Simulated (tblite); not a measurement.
Compound: C4H10AlNO.
Atom-mapped SMILES: `[CH3:1][O:2][CH2:3][CH2:4][C:5]#[N+:6][AlH3-:7]` (hydrogens: H8, H9, H10 on C1; H11, H12 on C3; H13, H14 on C4; H15, H16, H17 on Al7)
Bond orders are those of one Lewis drawing.

Computed with GFN2-xTB (tblite), gas phase: L-BFGS steps from a force-field or distance-geometry start until the largest atomic force falls under 0.01 eV/Å.

Step 69: E = -590.4173 eV
```
atom  x, y, z in Å  |  force x, y, z in eV/Å
C1      3.3861   -0.2249   -0.2063    0.008  -0.002   0.015
O2      2.3707    0.3476    0.5830   -0.006   0.014  -0.018
C3      1.0681   -0.0048    0.1916   -0.001  -0.007  -0.004
C4      0.1211    0.7175    1.1651    0.003  -0.007  -0.023
C5     -1.2525    0.4558    0.8919   -0.070   0.019   0.038
N6     -2.3672    0.2608    0.7032    0.041   0.050   0.051
Al7    -4.0668   -0.3994   -0.0889    0.009  -0.015  -0.017
H8      3.3604   -1.3193   -0.1623   -0.041  -0.003  -0.009
H9      3.3157    0.0932   -1.2530   -0.048  -0.003   0.026
H10     4.3221    0.1300    0.2176    0.035   0.002  -0.013
H11     0.9208   -1.0941    0.2490    0.004   0.002   0.007
H12     0.8626    0.3165   -0.8415    0.033  -0.006   0.006
H13     0.3063    1.7940    1.0948   -0.022  -0.004   0.004
H14     0.3486    0.4017    2.1885    0.006  -0.013  -0.025
H15    -3.6533   -1.9118    0.0429   -0.008  -0.013  -0.020
H16    -5.2047    0.1331    0.8478    0.068   0.001  -0.024
H17    -3.8448    0.3158   -1.4736   -0.011  -0.014   0.006
```

Step 70: E = -590.4173 eV
```
atom  x, y, z in Å  |  force x, y, z in eV/Å
C1      3.3824   -0.2267   -0.2084    0.016   0.009   0.025
O2      2.3702    0.3467    0.5820   -0.034   0.043   0.013
C3      1.0669   -0.0026    0.1938   -0.028  -0.015  -0.016
C4      0.1206    0.7203    1.1680   -0.013  -0.025  -0.026
C5     -1.2525    0.4547    0.8913    0.057   0.069   0.088
N6     -2.3670    0.2618    0.7039   -0.029   0.031   0.038
Al7    -4.0598   -0.3997   -0.0882    0.046  -0.058  -0.098
H8      3.3567   -1.3191   -0.1650   -0.046  -0.072  -0.001
H9      3.3123    0.0901   -1.2535   -0.058   0.022  -0.034
H10     4.3174    0.1275    0.2143    0.089   0.016   0.005
H11     0.9167   -1.0917    0.2518    0.009  -0.001   0.009
H12     0.8591    0.3173   -0.8397    0.039  -0.001   0.016
H13     0.3046    1.7973    1.1001   -0.027  -0.011  -0.009
H14     0.3482    0.4048    2.1920   -0.002  -0.017  -0.042
H15    -3.6530   -1.9119    0.0382    0.007  -0.036  -0.011
H16    -5.1863    0.1314    0.8423   -0.025   0.045   0.059
H17    -3.8432    0.3117   -1.4731    0.001   0.000  -0.015
```

Question: Estimate the geometry and energy of step 71. (The exact step hangs on the optimiser's Hessian estimate; all steps are aligned on step 70, rigid shifts and turns removed.)

Answer: E = -590.4184 eV, largest force 0.089 eV/Å
```
atom  x, y, z in Å  |  force x, y, z in eV/Å
C1      3.3801   -0.2290   -0.2111    0.009   0.008   0.020
O2      2.3677    0.3448    0.5789   -0.029   0.038   0.021
C3      1.0635   -0.0044    0.1923   -0.025  -0.007  -0.010
C4      0.1208    0.7207    1.1683   -0.020  -0.019  -0.020
C5     -1.2554    0.4617    0.9005    0.016   0.054   0.069
N6     -2.3733    0.2763    0.7233    0.005   0.036   0.042
Al7    -4.0542   -0.3997   -0.0883    0.014  -0.040  -0.055
H8      3.3533   -1.3217   -0.1685   -0.042  -0.062   0.002
H9      3.3091    0.0883   -1.2560   -0.052   0.020  -0.035
H10     4.3159    0.1250    0.2113    0.071   0.010   0.001
H11     0.9125   -1.0932    0.2509    0.008  -0.001   0.009
H12     0.8549    0.3160   -0.8405    0.034  -0.002   0.007
H13     0.3076    1.7972    1.0990   -0.023  -0.012  -0.007
H14     0.3510    0.4051    2.1917    0.002  -0.015  -0.038
H15    -3.6262   -1.9081    0.0440   -0.004  -0.015  -0.012
H16    -5.2134    0.1161    0.8235    0.040   0.015   0.009
H17    -3.8208    0.3168   -1.4695   -0.005  -0.006  -0.005
```

The energy changes by -0.0011 eV. The first-order estimate −F·Δx gives -0.0017 eV and the mean of the old and new forces, exact on a quadratic surface, -0.0011 eV. The step makes an angle of 84° with the force vector and moves no atom by more than 0.036 Å.

The cost below is that of the whole relaxation. Hardware: one thread of an Intel Xeon at 2.70 GHz, shared host with 64 logical CPUs at a one-minute load of 63. Cost: 0.7 s wall.
